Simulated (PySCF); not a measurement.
Computed shifts of a molecule C5H9B, B3LYP/pcSseg-1 (PySCF), GIAO, gas phase, equivalent atoms averaged, in ppm (number of nuclei): ¹³C: 190.9 (1), 151.0 (1), 43.4 (1), 29.1 (1), 9.4 (1). ¹H: 8.25 (1), 6.95 (1), 2.77 (2), 1.63 (1), 1.53 (1), 1.32 (3). References: ¹³C against TMS (σ = 181.3 ppm); ¹¹B against BF3 (σ = 86.3 ppm); ¹H against TMS (σ = 31.68 ppm), references at their B3LYP-D3(BJ)/def2-TZVP geometries, non-relativistic. Coordinates come from a B3LYP-D3(BJ)/def2-SVP optimisation. The values are those of a single conformer.

**Question.** Pick the molecule that these values belong to.
A) CCB1C=CC1
B) C=C1CCB1C
C) CB1C=CCC1
D) CB1CC=C1C

**Answer.** C, CB1C=CCC1
